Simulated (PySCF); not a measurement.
Isomers of C6H9N3, from PBE0-D3(BJ)/def2-SVP geometry optimisation, gas phase in PySCF. One conformer each, no zero-point energy, no frequencies.

Task: Which isomer lies lower at this level?
A. `[CH2:1]=[CH:2][n:3]1[c:4]([CH3:5])[n:6][n:7][c:8]1[CH3:9]` with C1–C2–N3–C4 6°: A = 2286, B = 1785, C = 1016 MHz, dipole 5.10 D
B. `[CH3:1][CH2:2][c:3]1[cH:4][c:5]([CH3:6])[n:7][n:8][n:9]1` with C1–C2–C3–C4 -115°: A = 3549, B = 1132, C = 917.0 MHz, dipole 5.13 D

Result: A. That is `C=Cn1c(C)nnc1C`, 18.4 kcal/mol below the other.

```csv
SMILES,mapped SMILES,E (Eh),relative (kcal/mol),relative (kJ/mol),dipole (D)
C=Cn1c(C)nnc1C,[CH2:1]=[CH:2][n:3]1[c:4]([CH3:5])[n:6][n:7][c:8]1[CH3:9],-397.54216,0.0,0.0,5.10
CCc1cc(C)nnn1,[CH3:1][CH2:2][c:3]1[cH:4][c:5]([CH3:6])[n:7][n:8][n:9]1,-397.51285,18.4,76.9,5.13
```

As drawn, the lower has a C=C bond outside aromatic rings, which the higher lacks.
